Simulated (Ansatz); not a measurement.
Reaction (redistribution): `OC(F)[SiH2][SiH3]` + `N[SiH](O)S` → `O[SiH]([SiH3])S` + `N[SiH2]C(O)F`

Calculated with Ansatz (gas phase, PBE0-D4/def2-TZVP geometries, no zero-point term in ΔE). CCSD(T)/CBS adds triple-zeta CCSD(T) − MP2 to the extrapolated MP2 energy (def2 sets, frozen cores). Each species was taken in one conformer, which may not be the lowest.

`OC(F)[SiH2][SiH3]`:

Cartesian coordinates in Å:
```
O 0.817 2.423 -0.312
C 0.676 1.085 -0.599
F 1.898 0.427 -0.418
Si -0.619 0.311 0.585
Si -0.575 -2.016 0.347
H 1.342 2.847 -1.000
H 0.421 0.919 -1.655
H -0.288 0.726 1.973
H -1.954 0.850 0.209
H -0.740 -2.378 -1.088
H -1.692 -2.625 1.118
H 0.712 -2.570 0.840
```

`N[SiH](O)S`:

Z-matrix (Å, degrees):
```
Si
O 1 1.644
S 1 2.137 2 105.1
N 1 1.696 2 112.5 3 -119.7
H 1 1.483 2 110.7 3 120.7
H 2 0.959 1 117.6 3 -57.1
H 3 1.344 1 94.0 2 174.4
H 4 1.007 1 120.6 2 -81.2
H 4 1.007 1 120.9 2 68.7
```

`O[SiH]([SiH3])S`:

Z-matrix (Å, degrees):
```
Si
Si 1 2.335
S 1 2.148 2 108.2
O 1 1.647 2 106.3 3 121.4
H 1 1.489 2 113.2 3 -116.3
H 2 1.487 1 108.9 3 69.0
H 2 1.487 1 109.5 3 -50.2
H 2 1.487 1 111.0 3 -170.8
H 3 1.343 1 94.5 2 -141.6
H 4 0.959 1 117.6 2 -165.9
```

`N[SiH2]C(O)F`:

Cartesian coordinates in Å:
```
N -1.232 -0.839 0.400
Si 0.403 -0.825 -0.167
C 0.833 1.036 -0.168
O -0.240 1.766 -0.617
F 1.127 1.386 1.164
H -1.412 -0.774 1.390
H -1.897 -1.455 -0.038
H 0.386 -1.355 -1.554
H 1.370 -1.582 0.670
H 1.705 1.334 -0.755
H -1.044 1.308 -0.325
```

| species | CCSD(T)/CBS(def2) energy (Eh) |
| --- | --- |
| `OC(F)[SiH2][SiH3]` | -795.36116 |
| `N[SiH](O)S` | -819.85829 |
| `O[SiH]([SiH3])S` | -1054.78504 |
| `N[SiH2]C(O)F` | -560.42813 |

Q: Work out ΔE.

A: ΔE = (-1054.78504) + (-560.42813) − (-795.36116) − (-819.85829) = 0.00628 Eh = +3.9 kcal/mol.

Largest T1 diagnostic among the species: 0.013.

In def2-TZVPP, CCSD(T) changes the Hartree–Fock value by −1.9 kcal/mol (the triples alone add −0.4 kcal/mol) and MP2 by −2.2 kcal/mol. From PBE to PBE0 (25 % exact exchange), in def2-TZVPP and without D4, ΔE moves by +0.9 kcal/mol.
